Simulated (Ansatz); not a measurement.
Consider the ligand exchange at a Ga–O bond: `[SiH3][O][GaH][SH]` + CH₃NH₂ → `C[NH][GaH][SH]` + silanol.

Gas-phase electronic energies from Ansatz, PBE0-D4/def2-TZVP geometries. CCSD(T)/CBS is the MP2 limit (def2-TZVPP, def2-QZVPP) plus CCSD(T) − MP2 in def2-TZVPP, frozen cores. Functionals use def2-TZVPP. For Ga outer-core shells are correlated without core-valence functions, which leaves a few kJ/mol of doubt a bond. Scalar relativity is left out up to krypton. Each species was taken in one conformer, which may not be the lowest.

`[SiH3][O][GaH][SH]`:

Z-matrix (Å, degrees):
```
Si
O 1 1.629
H 1 1.487 2 110.1
H 1 1.495 2 111.2 3 119.8
H 1 1.487 2 110.1 3 -120.4
Ga 2 1.781 1 139.7 3 -119.5
S 6 2.192 2 116.7 1 -0.0
H 6 1.547 2 118.3 1 180.0
H 7 1.345 6 93.3 2 -0.0
```

CH₃NH₂:

```xyz
7

C    -0.270   -0.450   -0.217
N     0.601    0.475    0.488
H    -1.039    0.016   -0.850
H    -0.779   -1.091    0.507
H     0.333   -1.104   -0.852
H     0.063    1.083    1.091
H     1.091    1.072   -0.166
```

`C[NH][GaH][SH]`:

Z-matrix (Å, degrees):
```
C
N 1 1.444
H 1 1.097 2 112.4
H 1 1.097 2 112.3 3 -121.7
H 1 1.093 2 109.9 3 119.2
Ga 2 1.811 1 126.6 3 -118.9
H 2 1.007 1 113.5 3 61.0
S 6 2.206 2 118.0 1 179.9
H 6 1.554 2 121.1 1 -0.0
H 8 1.343 6 94.6 2 -0.0
```

`O[SiH3]`:

Z-matrix (Å, degrees):
```
Si
O 1 1.648
H 1 1.489 2 111.7
H 1 1.489 2 111.7 3 120.9
H 1 1.481 2 105.9 3 -119.6
H 2 0.957 1 117.9 3 -60.5
```

| level | ΔE (eV) |
| --- | --- |
| PBE0-D4 | 0.37 |
| CAM-B3LYP-D4 | 0.40 |

**Question.** What does CCSD(T)/CBS give? (Best estimate.)

**Answer.** The calculation gave: +0.35 eV. The listed levels differ from it by 0.02, 0.05 eV.

**Question.** What do rigid-rotor, harmonic-oscillator terms from PBE0-D4/def2-TZVP frequencies (298.15 K, 1 bar) make of the CCSD(T)/CBS value? (Best estimate.)

**Answer.** The calculation gave: ΔZPE = -0.04 eV, ΔH = +0.32 eV, ΔS = -3 J/(mol·K), ΔG = +0.33 eV.

Largest T1 diagnostic among the species: 0.014.

In def2-TZVPP, CCSD(T) changes the Hartree–Fock value by −0.11 eV (the triples alone add −0.01 eV) and MP2 by −0.13 eV. Leaving LDA and LC-ωPBE aside and taking each functional with its dispersion term where it has one, the values, not all of them listed here, spread over 0.11 eV, from PBE-D4 to BHLYP-D4. LDA lies −0.05 eV from PBE without D4. From BLYP to BHLYP (50 % exact exchange), in def2-TZVPP and without D4, ΔE moves by +0.06 eV.
